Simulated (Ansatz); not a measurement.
Basis-set series for `C[NH+](C)[Al-]([F])([F])[F]`. The species carries charge 0 and has multiplicity 1. The geometry is a stationary point of PBE0-D4/def2-TZVP. It is one conformer, not always the lowest.

```xyz
14

C     0.9437    0.6913    0.9064
N     0.3666   -0.0042   -0.2571
C    -0.4537    0.8923   -1.0900
Al   -0.6761   -1.5899    0.3133
F    -1.1441   -2.2168   -1.1495
F     0.4693   -2.4502    1.1498
F    -1.8655   -0.8708    1.2209
H     1.5338    1.5561    0.5928
H     1.5694   -0.0039    1.4647
H     0.1294    1.0241    1.5500
H     1.1310   -0.3575   -0.8277
H     0.1249    1.7586   -1.4205
H    -0.8234    0.3401   -1.9532
H    -1.3052    1.2309   -0.4998
```

```
functional       basis  functions  energy (Eh)  HOMO (eV)  LUMO (eV)
   PBE0-D4    def2-SVP        137   -676.44440      -9.74       0.53
   PBE0-D4  def2-TZVPP        326   -677.06234      -9.82       0.07
   ωB97M-V    def2-SVP        137   -676.83384     -12.09       2.15
   ωB97M-V  def2-TZVPP        326   -677.46664     -12.18       1.53
```

Problem. Give the rows for def2-QZVPP. (An estimate is asked.)

Solution. The calculation gave: 
| functional | basis | functions | energy (Eh) | HOMO (eV) | LUMO (eV) |
| --- | --- | --- | --- | --- | --- |
| PBE0-D4 | def2-QZVPP | 622 | -677.09620 | -9.85 | -0.27 |
| ωB97M-V | def2-QZVPP | 622 | -677.49863 | -12.20 | 0.88 |

Positive LUMOs are unbound and depend on the basis.

Computed with Ansatz.
